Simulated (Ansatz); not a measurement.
Basis-set extrapolation for B2FH4N, SMILES `NBBF` (PBE0-D4/def2-TZVP geometry, frozen core, the Gaussian-basis code of Ansatz). Multiplicity 1, RHF reference.

```csv
,def2-TZVPP,def2-QZVPP
HF,-205.747298,-205.756985
MP2 correlation,-0.658977,-0.711255
CCSD(T) correlation,-0.711931,not run
```

Energies in hartree. Use E(X) = E(∞) + A·exp(−7.88·√X) for Hartree–Fock and E(X) = E(∞) + B·X^(−2.97) for correlation, with X = 3 and 4, and add CCSD(T) minus MP2 of the smaller set to the MP2 limit.

Question: What is the CCSD(T) energy at the basis-set limit?

Answer: HF limit: -205.756985 + (-0.009687) × 0.13774 = -205.75832. MP2 limit: -0.711255 + (-0.052278) × 0.74074 = -0.74998. Higher-order term: -0.711931 − (-0.658977) = -0.05295. Total: -206.56125 hartree, 2.78 eV below CCSD(T)/def2-TZVPP.
